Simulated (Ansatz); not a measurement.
`C=C[SiH2][SiH2]F` + HCl → `F[SiH2][SiH2]Cl` + `C=C`  (ligand exchange at the Si–C bond)

Computed with Ansatz on PBE0-D4/def2-TZVP structures; ΔE is electronic, products minus reactants. CCSD(T)/CBS adds triple-zeta CCSD(T) − MP2 to the extrapolated MP2 energy (def2 sets, frozen cores). This one scheme is used for every species. DFT in def2-TZVPP. Each species was taken in one conformer, which may not be the lowest.

`C=C[SiH2][SiH2]F`:

Z-matrix (Å, degrees):
```
Si
C 1 1.860
Si 1 2.347 2 110.7
H 1 1.490 2 109.3 3 -119.0
H 1 1.490 2 111.1 3 120.7
C 2 1.330 1 123.5 3 113.5
H 2 1.089 1 118.3 3 -64.9
F 3 1.610 1 109.2 2 57.6
H 3 1.488 1 112.3 2 176.7
H 3 1.487 1 111.5 2 -61.0
H 6 1.086 2 121.8 1 1.6
H 6 1.086 2 122.0 1 -178.6
```

HCl:

Cartesian coordinates in Å:
```
Cl 0.597 -0.148 -0.174
H -0.597 0.148 0.174
```

`F[SiH2][SiH2]Cl`:

```xyz
8

F    -2.162   -0.860    0.330
Si   -1.137    0.231   -0.254
Si    1.063   -0.343    0.317
Cl    2.230    1.149   -0.507
H    -1.290    0.270   -1.730
H    -1.489    1.553    0.322
H     1.490   -1.641   -0.261
H     1.294   -0.358    1.783
```

`C=C`:

```xyz
6

C     0.041    0.141   -0.645
C    -0.041   -0.141    0.645
H    -0.584   -0.358   -1.378
H     0.737    0.881   -1.023
H     0.584    0.358    1.378
H    -0.737   -0.881    1.023
```

```json
{"level": "r2SCAN", "ΔE (eV)": "-0.95"}
{"level": "SCS-MP2/def2-QZVPP", "ΔE (eV)": "-0.96"}
```

(1) What does CCSD(T)/CBS give? (Best estimate.)

Largest T1 diagnostic among the species: 0.012.

## Answers

(1) The calculation gave: -0.94 eV. The listed levels differ from it by -0.01, -0.02 eV.

The D4 term adds +0.04 eV with B3LYP and +0.03 eV with PBE0; it sums over pairs of atoms, weighted by their polarisabilities, and B3LYP, whose exchange is more repulsive, gets the larger term. In def2-TZVPP, CCSD(T) changes the Hartree–Fock value by +0.19 eV (the triples alone add +0.02 eV) and MP2 by +0.16 eV.

B3LYP here is the variant with VWN-RPA as its local correlation; programs differ in this.
